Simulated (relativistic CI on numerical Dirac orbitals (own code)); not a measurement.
# Spin-allowed bands of a d2 ion in an octahedral site, by hand

Problem. Take Δ = 8200 cm⁻¹ and B = 760 cm⁻¹ for a d2 ion in an octahedral site. Calculate the three spin-allowed bands.

Working.
1. The terms of highest spin are 3F (energy 0) and 3P (15B = 11400 cm⁻¹). Here the F term splits into A2 at +1.2Δ = 9840, T2 at +0.2Δ = 1640 and T1 at −0.6Δ = -4920 cm⁻¹.
2. The two T1 states mix through the element 0.4Δ: H = [[-4920, 3280], [3280, 11400]], with roots ½(H₁₁ + H₂₂) ∓ ½√[(H₂₂ − H₁₁)² + 4H₁₂²] = ½(6480) ∓ ½(17589) = -5555 and 12035 cm⁻¹.
3. The ground term is 3T1 at -5555 cm⁻¹.
4. Bands: 3T2 7195 cm⁻¹ (1390 nm), 3A2 15395 cm⁻¹ (650 nm), 3T1(P) 17589 cm⁻¹ (569 nm).

Check. Exact diagonalisation of the whole d2 shell with these parameters gives 3T2 7195, 3A2 15395, 3T1 17589 cm⁻¹. The match is exact, since without spin-orbit coupling no other term has this spin. The ratio of the second band to the first, 2.140, depends on Δ/B = 10.8 alone, which is how a Tanabe-Sugano diagram is read.
